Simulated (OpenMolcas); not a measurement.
# neutral hafnium: the spin-orbit constant, worked from levels

| Property | Result |
| --- | --- |
| Program | OpenMolcas |
| Basis | ANO-RCC-VTZP [8s7p5d3f2g1h] |
| Scalar Hamiltonian | X2C, point nucleus |
| Active space | 4 electrons in 6 orbitals (5d 6s) |
| State averaging | 2S+1 = 5 even, 15 roots (10 in the spin-orbit step); 2S+1 = 3 even, 55 roots; 2S+1 = 1 even, 24 roots |
| Spin-orbit coupling | RASSI with atomic mean-field integrals over the reference wave functions, term energies averaged over their components |

Methods: CASSCF; MS-CASPT2, IPEA 0.25 Eh, imaginary shift 0.1 Eh (closed shells correlated: 5s 5p). Measured levels: NIST Handbook of Basic Atomic Spectroscopic Data.

**The spin-orbit constant.** For the Hund term ³F of d2, E(J) = (A/2) J(J+1) + constant and ζ = 2S·A = 2A. From J = 2 to J = 4 the energy changes by 7 A.

```csv
Source,E(4) - E(2),A,ζ
CASSCF,4339.7,620.0,1240
MS-CASPT2,4491.2,641.6,1283
measured,4567.6,652.5,1305
```

All in cm-1. MS-CASPT2 is off by -1.7 % and CASSCF by -5.0 %. Both methods take the spin-orbit matrix elements from the reference wave functions, so the second can move ζ only through the term energies and any multistate remixing. Second-order mixing with other terms is absorbed into this ζ.

Term energies are means over components that CASPT2 splits; among the terms shown or strongly mixed into the levels shown the widest spread is 940 cm-1 (5d² 6s² ³F, MS-CASPT2). Over all roots computed the reference weight is 0.85 to 0.93 in MS-CASPT2; the roots of lowest weight are the least certain, and an intruder state may touch them. Some high roots are left out of the spin-orbit mixing, which shifts the levels that they would mix with. Without dynamic correlation excited terms often stand tens of per cent too high (terms of higher spin than the ground term too low), and those without a measured partner can miss by more than the paired ones (holds for CASSCF). Measured partners are found by configuration, term and J. A level has none where our copy of the source lacks it or the pairing is in doubt (some pairs that miss far off the trend of their configuration count as doubtful), and it then counts in no deviation. Only configurations of the active space appear.
